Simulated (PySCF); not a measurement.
2-methylpyrimidine, C₅H₆N₂.
SMILES with atom numbers: `[CH3:1][c:2]1[n:3][cH:4][cH:5][cH:6][n:7]1` (hydrogens: H8, H9, H10 on C1; H11 on C4; H12 on C5; H13 on C6)

Level: PBE0/pcSseg-1 and B3LYP/def2-SVPD in PySCF, non-relativistic, on one gas-phase PBE0-D3(BJ)/def2-SVP geometry that isn't relaxed in the solvent. The solvent is an IEF-PCM continuum (cavity from Bondi-type radii × 1.2). Only the electrostatic response of the medium enters.

Gas phase at PBE0/pcSseg-1: HOMO -7.22 eV, LUMO -1.16 eV, dipole 1.70 D.

Q: What does the continuum do to the energy, the frontier levels and the dipole at PBE0/pcSseg-1 in methanol and dimethylsulfoxide?

A: 
| solvent | ε | E(solvent) − E(gas) (kJ/mol) | polarisation term (kJ/mol) | distortion of the solute (kJ/mol) | HOMO (eV) | LUMO (eV) | dipole (D) |
| --- | --- | --- | --- | --- | --- | --- | --- |
| methanol | 32.61 | -23.47 | -27.26 | 3.79 | -7.41 | -1.18 | 2.42 |
| dimethylsulfoxide | 46.83 | -23.85 | -27.78 | 3.93 | -7.42 | -1.18 | 2.43 |

Polarisation term: ½ Σ q·V over the induced surface charges. Distortion: the rise of the solute's own energy as its density leaves the gas-phase optimum. From methanol to dimethylsulfoxide the lowering changes by a factor 1.02, Onsager's factor (ε − 1)/(2ε + 1) by 1.01 and ε itself by 1.4.

Q: Which radius a makes the point-dipole formula ΔE = −[(ε − 1)/(2ε + 1)]·μ²/a³ give the value in dimethylsulfoxide, with the gas-phase dipole?

A: μ = 0.667 au and |ΔE| = 0.00909 Eh give a = 1.52 Å; the farthest nucleus lies 3.06 Å from the centroid of the nuclei, so such a sphere wouldn't even hold the nuclei. The formula assumes a rigid point dipole at the centre of a sphere.

Q: Which ESP-fitted charges (PBE0/pcSseg-1) respond most in dimethylsulfoxide (means over atoms taken as equivalent)?

A: 
```json
{"atoms": "N3/N7", "environment": "pyridine-type nitrogen", "gas (e)": "-0.865", "solvent (e)": "-0.961", "change": "-0.096"}
{"atoms": "C2", "environment": "substituted aromatic carbon", "gas (e)": "+1.147", "solvent (e)": "+1.209", "change": "+0.062"}
{"atoms": "C4/C6", "environment": "aromatic CH next to a ring nitrogen", "gas (e)": "+0.621", "solvent (e)": "+0.677", "change": "+0.056"}
{"atoms": "C5", "environment": "aromatic CH carbon", "gas (e)": "-0.818", "solvent (e)": "-0.846", "change": "-0.028"}
{"atoms": "H12", "environment": "aromatic hydrogen", "gas (e)": "+0.255", "solvent (e)": "+0.282", "change": "+0.027"}
{"atoms": "C1", "environment": "benzylic-type carbon", "gas (e)": "-0.705", "solvent (e)": "-0.717", "change": "-0.012"}
```

Q: Which Mayer bond orders change most in dimethylsulfoxide?

A: 
| bond | length (Å) | gas | solvent | change |
| --- | --- | --- | --- | --- |
| N3–C4 | 1.328 | 1.484 | 1.461 | -0.023 |
| C6–N7 | 1.328 | 1.484 | 1.461 | -0.023 |
| C4–C5 | 1.392 | 1.389 | 1.399 | +0.010 |
| C5–C6 | 1.392 | 1.389 | 1.399 | +0.010 |
| C4–H11 | 1.097 | 0.977 | 0.971 | -0.006 |
| C6–H13 | 1.097 | 0.977 | 0.971 | -0.006 |
| C1–C2 | 1.495 | 1.032 | 1.037 | +0.005 |
| C1–H10 | 1.103 | 0.941 | 0.936 | -0.005 |

Gas phase at B3LYP/def2-SVPD: HOMO -7.00 eV, LUMO -1.45 eV, dipole 1.69 D.

Q: What does the continuum do to the energy, the frontier levels and the dipole at B3LYP/def2-SVPD in methanol and dimethylsulfoxide?

A: 
```tsv
solvent	ε	E(solvent) − E(gas) (kJ/mol)	polarisation term (kJ/mol)	distortion of the solute (kJ/mol)	HOMO (eV)	LUMO (eV)	dipole (D)
methanol	32.61	-21.76	-25.95	4.19	-7.18	-1.44	2.49
dimethylsulfoxide	46.83	-22.13	-26.47	4.34	-7.18	-1.44	2.50
```

Q: How does the static polarisability (B3LYP/def2-SVPD, frozen core, with the continuum's full static response) change?

A: 
| medium | isotropic (au) | principal values (au) | ⟨r²⟩ of the electrons (bohr²) |
| --- | --- | --- | --- |
| gas | 70.6 | 45.4, 74.3, 91.9 | 652.6 |
| methanol | 96.5 | 61.4, 106.0, 122.0 | 651.3 |
| dimethylsulfoxide | 97.0 | 61.8, 106.6, 122.5 | 651.2 |

The isotropic value in dimethylsulfoxide is 1.37 times the gas-phase one; no cavity-field correction is applied. ⟨r²⟩ is taken about the centre of nuclear charge.
